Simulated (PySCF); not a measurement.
# Exact mass, isotope pattern and composition

Species: `F[SiH2]C[SiH3]`.

All values are calculated from tables of isotopes.

Question: Find the molar and monoisotopic masses of CH7FSi2.

Answer: For CH7FSi2, with standard atomic weights, 1 × 18.998 + 2 × 28.085 + 1 × 12.011 + 7 × 1.008 = 94.235 g/mol. From the most abundant isotopes (19F, 28Si, 12C, 1H), 1 × 18.998403 + 2 × 27.976927 + 1 × 12.000000 + 7 × 1.007825 = 94.0070 u.

Question: Give the isotope pattern of the molecular ion M+•, merging species of the same nominal mass.

Answer: 
```
nominal mass  m/z (centroid)  relative intensity
          94         94.0065               100.0
          95         95.0065                11.3
          96         96.0035                 7.1
          97         97.0037                 0.4
          98         98.0004                 0.1
```

Cut off at 0.1 %. One electron mass, 0.00055 u, is taken off.

Question: What resolving power m/Δm just matches the spacing of the species with one 29Si and with one 13C?

Answer: They lie 0.00379 u apart at mass 95.01, so m/Δm is about 25000.

Question: Which m/z would the protonated, sodiated and deprotonated molecule have?

Answer: [M+H]+ 95.0143, [M+Na]+ 116.9963, [M−H]− 92.9998, for the monoisotopic species (arithmetic only; whether such ions form is another matter).

Question: Elemental analysis, calculated?

Answer: F 20.16 %, Si 59.61 %, C 12.75 %, H 7.49 %.

Question: What share of all molecules is the monoisotopic species?

Answer: 1 × 0.922297^2 × 0.9893 × 0.999885^7 = 84.09 %.

Question: Double-bond equivalents and nitrogen rule?

Answer: (2 × 3 + 2 + 0 − 8)/2 = 0; the structure has 0 rings and 0 π bonds. The nominal mass 94 is even, with 0 nitrogens, as the rule says.
